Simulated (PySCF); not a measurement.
PySCF was given this input:
```python
from pyscf import gto, scf, dft

mol = gto.M(
    atom='''
N    -0.000889    0.002201    0.110024
H     0.015877    0.938466   -0.275490
H     0.812490   -0.488757   -0.240501
H    -0.822147   -0.465118   -0.254176
''',
    basis='sto-3g',
    charge=0,
    spin=0,
    verbose=3,
)

mf = dft.RKS(mol)
mf.xc = 'x3lyp'
mf.kernel()
mf.analyze()
```

**Question.** Predict the nuclear repulsion energy from X3LYP/STO-3G (PySCF).

**Answer.** 11.9448 Eh

**Question.** Predict the HOMO energy from X3LYP/STO-3G.

**Answer.** -3.90 eV

**Question.** What is the computed total energy (X3LYP/STO-3G)?

**Answer.** -55.7561 Eh
